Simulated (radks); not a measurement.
Question: Valence configurations of the hafnium ion Hf3+ (all share [Xe]). Calculated with a radial shooting solver on a logarithmic mesh with Libxc functionals: Dirac Kohn-Sham, PBE, spin-unpolarised, spherical densities, finite nucleus; open shells fill j = l - 1/2 first; Fermi nuclear charge, rms radius 5.347 fm. Order these by energy: 4f14 6p1; 4f13 6s2; 4f13.5 5d1 6s0.5; 4f13 6p2; 4f14 6s1; 4f13 5d2; 4f12 5d1 6s2; 4f14 5d1; 4f13 5d1 6s1; 4f13 5d1 6p1.

Answer: From the lowest, in eV above it: 4f14 5d1 0.000; 4f14 6s1 1.981; 4f14 6p1 7.974; 4f13.5 5d1 6s0.5 9.771; 4f13 5d2 18.808; 4f13 5d1 6s1 21.912; 4f13 6s2 25.981; 4f13 5d1 6p1 28.137; 4f13 6p2 38.980; 4f12 5d1 6s2 53.828. NIST lists [Xe] 4f14 5d1 as the ground configuration; this level of theory agrees among the configurations tried. The energies are those of spherical spin-averaged densities, not of single terms.
